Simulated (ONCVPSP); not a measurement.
# Before and after: ONCV potential for Gd

```json
{
  "Element": "Gd",
  "Generator": "ONCVPSP 4.0.1",
  "Type": "optimised norm-conserving Vanderbilt (ONCV)",
  "Functional": "PBE",
  "Relativity": "scalar-relativistic",
  "Frozen core": "[Xe]",
  "Valence charge": "10",
  "Reference configuration": "4f7 5d1 6s2",
  "Partial waves": "6s: rc 3.45 bohr, ncon 4, nbas 7, qcut 1.8 1/bohr, 2 projectors, debl 2.5 Ha; p scattering state at 0.16 Ha: rc 3.60 bohr, ncon 5, nbas 8, qcut 2.3 1/bohr, 3 projectors, debl 2 Ha; 5d: rc 3.45 bohr, ncon 4, nbas 9, qcut 5.5 1/bohr, 2 projectors, debl 1.7 Ha; 4f: rc 1.50 bohr, ncon 4, nbas 9, qcut 9.4 1/bohr, 1 projector",
  "Local potential": "polynomial inside 1.30 bohr (lpopt 4, dvloc0 0 Ha)",
  "Core correction": "none"
}
```

In the p channel the program set the typed energies aside and used 0.050, 2.050, 4.050 Ha.

Change: f: qcut 9.7.

Cutoffs: the cutoffs (Ha) at which the residual kinetic energy of the hardest occupied pseudo-wave falls to 1 and 0.1 mHa per electron; they do not see the model core or the augmentation charge, which bear on the density cutoff. Errors are all-electron minus pseudo energies relative to the spin-unpolarised reference configuration.

What does the change do?

The potential gets softer (78 Ha and 156 Ha → 50 Ha and 150 Ha); both files keep a bound ghost (s); the errors of the 3 common tests hardly move.

| quantity | base | changed |
| --- | --- | --- |
| cutoff, loose | 78 Ha | 50 Ha |
| cutoff, tight | 156 Ha | 150 Ha |
| loose cutoff by channel | s 1.9 Ha, d 7.5 Ha, f 78 Ha | s 1.9 Ha, d 7.5 Ha, f 50 Ha |
| bound ghosts | s | s |
| GHOST(+) flags under 300 eV | p at 63.8 eV, d at 79.8 eV, s at 80.2 eV | p at 63.8 eV, d at 79.8 eV, s at 80.2 eV |
| tests counted as reliable (solved cleanly; for ONCVPSP, near-neutral configurations with less than one 5d electron left out) | 3 of 4 | 3 of 4 |
| error for 4f7 5d1 6s1, meV [ΔE 6.65 eV] | +6.6 | +6.6 |
| error for 4f7 5d1 6s0, meV [ΔE 18.75 eV] | +188 | +188 |
| error for 4f7 5d1 6s1.5, meV [ΔE 2.68 eV] | -0.3 | -0.3 |
| s: phases at 3.49 bohr within 0.05 rad from the reference energy up to (Ha; the scan ends near 5) | n/a | n/a |
| p: phases at 3.64 bohr within 0.05 rad from the reference energy up to (Ha; the scan ends near 5) | n/a | n/a |
| d: phases at 3.49 bohr within 0.05 rad from the reference energy up to (Ha; the scan ends near 5) | 2.6 | 2.6 |
| f: phases at 1.52 bohr within 0.05 rad from the reference energy up to (Ha; the scan ends near 5) | 0.6 | 0.6 |

 A true bound ghost makes a file unfit for plane-wave use even where its test errors are small: the radial tests pick states by their node count and pass the ghost by.
